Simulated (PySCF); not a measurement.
One of the candidates below gave these computed data.

All candidates are C2H8Si2.

| technique | computed result |
| --- | --- |
| Triplet | lowest triplet excitation (Tamm–Dancoff): 4.03 eV [TDA CAM-B3LYP/def2-SVPD] |
| Dipole | 0.57 D [CAM-B3LYP/def2-SVPD] |
| NMR, other nuclei | isotropic shieldings of nuclei other than C and H, by class: 434 (2 Si) ppm [GIAO PBE0/pcSseg-1] |
| Rotational structure | rotational constants A, B, C: 8.823, 2.140, 1.792 GHz [GFN2-xTB] |
| UV, strongest line | among the 8 lowest singlet transitions: S2 at 6.57 eV (189 nm, f = 0.386) [TDDFT CAM-B3LYP/def2-SVPD] |
| Polarisability | 79.5 au [CAM-B3LYP/def2-SVPD] |
| UV, first state | lowest singlet excitation: 5.86 eV (211 nm, f = 0.003) [TDDFT CAM-B3LYP/def2-SVPD] |
| 13C NMR | chemical shifts (computed TMS as zero) by class: 152.8 (2 C) ppm [GIAO PBE0/pcSseg-1] |

Electronic properties: PySCF, gas phase, density fitting. Levels stand in brackets. Geometry: GFN2-xTB; no solvent, vibrations or thermal averaging. Each NMR value is the plain mean over a class of atoms that symmetry, rotation or inversion makes alike.

Task: Which candidate is it?
A. `[SiH3]/C=C\[SiH3]`
B. `C1[SiH2]C[SiH2]1`
C. `[SiH3][C@@H]1C[SiH2]1`

Result: A. It is `[SiH3]/C=C\[SiH3]`. Numbering: `[SiH3:1]/[CH:2]=[CH:3]\[SiH3:4]`. Its formula, C2H8Si2, gives 1 degree of unsaturation: 0 rings and 1 π bond in the structure found. 2 carbons fall into 1 class: alkene CH carbon [C2/C3] (152.8 ppm, 2 C, up to 5.2 ppm apart in this geometry). The other shieldings belong to: 434 ppm, SiH3 silicon [Si1/Si4]. By its constants the optimised geometry is an asymmetric top.

The others, at the same levels:
- `C1[SiH2]C[SiH2]1` fails: its computed 13C shifts are -4.9 (2 C) ppm, lowest singlet excitation is 6.54 eV (190 nm, f = 0.000) (against 5.86 eV) and lowest triplet excitation (Tamm–Dancoff) is 6.30 eV (against 4.03 eV).
- `[SiH3][C@@H]1C[SiH2]1` fails: it has 2 carbon classes against 1; its computed 13C shifts are -2.3 (1 C), -13.4 (1 C) ppm, lowest singlet excitation is 6.25 eV (198 nm, f = 0.105) (against 5.86 eV) and lowest triplet excitation (Tamm–Dancoff) is 4.91 eV (against 4.03 eV).
